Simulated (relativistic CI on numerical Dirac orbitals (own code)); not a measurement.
**Hyperfine structure of Ga21+, mass number 69**

Computed by Dirac-Coulomb-Breit CI, KLI orbitals optimised for each configuration, model QED (radiative potential, 1s self-energy scaled to tabulated hydrogen-like ionisation energies), unscaled Slater integrals (own radial code, finite nucleus).

Configurations in the expansion (outside the closed core 1s2): 2s²2p⁶, 2s²2p⁵3s, 2s²2p⁵3p, 2s²2p⁵3d, 2s2p⁶3s, 2s2p⁶3p, 2s2p⁶3d, 2s²2p⁵4s, 2s²2p⁵4p, 2s²2p⁵4d, 2s²2p⁵4f, 2s2p⁶4s, 2s²2p⁴3s², 2s2p⁶4p, 2s2p⁶4d, 2s2p⁶4f. Levels of other configurations are missing.

Nuclear spin I = 3/2, μ = 2.01502 μN, Q = 0.171 b (tables of Stone and Pyykkö). The electronic factors are computed for point nuclear moments, without core polarisation or the Bohr-Weisskopf and QED corrections.

```json
{"Level": "2s²2p⁵3s ³P°2", "E (Ry)": "83.8292", "A (GHz)": "113.2", "B (GHz)": "-14.7"}
{"Level": "2s²2p⁵3s ¹P°1", "E (Ry)": "84.0231", "A (GHz)": "11.47", "B (GHz)": "-5.76"}
{"Level": "2s²2p⁵3s ³P°1", "E (Ry)": "86.0052", "A (GHz)": "301.5", "B (GHz)": "-1.59"}
{"Level": "2s²2p⁵3p ³D2", "E (Ry)": "87.0668", "A (GHz)": "66.68", "B (GHz)": "-14.5"}
{"Level": "2s²2p⁵3p ³D3", "E (Ry)": "87.4355", "A (GHz)": "38.43", "B (GHz)": "-11.2"}
{"Level": "2s²2p⁵3p ¹P1", "E (Ry)": "87.5012", "A (GHz)": "47.6", "B (GHz)": "0.195"}
{"Level": "2s²2p⁵3p ³P2", "E (Ry)": "87.7221", "A (GHz)": "38.38", "B (GHz)": "-0.46"}
{"Level": "2s²2p⁵3p ³D1", "E (Ry)": "89.0681", "A (GHz)": "207.1", "B (GHz)": "0.342"}
```

Levels with J = 0, under 50 % of one LS term, or S terms without an open s electron are left out. Small factors come from cancelling terms and can be off by tens of per cent or more.

At this charge energies of transitions that change n are usually good to better than 1 %, and those within a shell (Δn = 0) to a few per cent.

(1) Give the hyperfine levels of 2s²2p⁵3s ³P°2 relative to its centre of gravity.

## Answers

(1) With K = F(F + 1) − I(I + 1) − J(J + 1), E = AK/2 + B[¾K(K + 1) − I(I + 1)J(J + 1)]/[2I(2I − 1)J(2J − 1)]: F = 1/2: -522.3, F = 3/2: -339.6, F = 5/2: -47.39, F = 7/2: 335.9 GHz.

LS names give the leading component of a level, which can be under half, so a name can repeat, a term be missing and a line seem to break the LS rules.
